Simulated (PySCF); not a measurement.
In(H)(SiH3)2 (H7InSi2), SMILES [InH]([SiH3])[SiH3].

The structure is a stationary point at PBE0-D3(BJ)/def2-SVP. The structure was generated by enumeration; whether it is a known compound was not checked. The def2 effective core potentials stand for the cores of In; spin–orbit coupling is left out.

Calculation: PBE0-D3(BJ)/def2-SVP (PySCF).

Frequencies are harmonic and unscaled.

A small imaginary wavenumber (i) marks a very flat motion, where grid noise or a shallow saddle decides the sign.

Task: Give all harmonic wavenumbers and intensities. (Estimate from the structure and the level; the computed values follow.)

Result: 
```
mode  ν (cm⁻¹)  IR (km/mol)  moving atoms (share of kinetic energy)
----  --------  -----------  --------------------------------------
1          22i          0.0                                  H 98 %
2          18i          0.3                                  H 91 %
3           64          2.3                Si 58 %, In 23 %, H 19 %
4          268          1.4                Si 81 %, H 10 %, In 10 %
5          295         45.1                                  H 92 %
6          301         30.0                Si 58 %, In 28 %, H 14 %
7          376         45.6                                  H 96 %
8          377          8.4                                  H 93 %
9          461          0.4                         H 86 %, Si 11 %
10         480          0.6                         H 86 %, Si 12 %
11         539        166.0                                  H 93 %
12         834        499.5                          H 91 %, Si 9 %
13         861         89.0                          H 92 %, Si 8 %
14         930          6.2                                  H 98 %
15         933         69.2                                  H 98 %
16         939          0.5                                  H 97 %
17         940         72.8                                  H 98 %
18        1757        288.4                                  H 99 %
19        2197        166.0                                  H 98 %
20        2200          8.8                                  H 98 %
21        2209         57.4                                  H 96 %
22        2210        119.9                                  H 96 %
23        2220          6.1                                  H 96 %
24        2222        169.7                                  H 96 %
```
